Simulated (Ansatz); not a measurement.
Coupled-cluster diagnostics for Ta(NH)Cl3 (TaNCl₃H), Ansatz.

Geometry of the singlet (PBE0-D4/def2-SVP):

```tsv
atom	x (Å)	y (Å)	z (Å)
Ta1	0.176	-0.374	0.048
N2	-0.561	1.193	-0.153
H3	-0.991	2.104	-0.271
Cl4	-0.646	-1.719	-1.629
Cl5	-0.429	-1.134	2.135
Cl6	2.451	-0.070	-0.130
```

In the def2 sets Ta takes a core potential; there is no spin–orbit coupling. Correlated methods freeze 16 core orbitals; core or outer-core shells of Ta are correlated, in sets that lack core-valence functions.

Question: Estimate the CCSD(T) correlation energy, the shares of MP2 and (T), T1 and the reference's ⟨S²⟩ for: charge 0, singlet, own geometry in def2-TZVP; and the rough time on 4 threads of Arm Neoverse V2 on a shared host.

Answer: 
| state | basis | correlation (eV) | MP2 share (%) | (T) share (%) | T1 | ⟨S²⟩ (pure) | wall time |
| --- | --- | --- | --- | --- | --- | --- | --- |
| charge 0, singlet, own geometry | def2-TZVP | -32.591 | 94.1 | 4.9 | 0.015 | 0.00 (0.00) | 58 s |
Customary marks for T1 are 0.02 (closed shells), 0.045 (open shells) and about 0.05 (3d metals). T1 stays under 0.02 throughout.
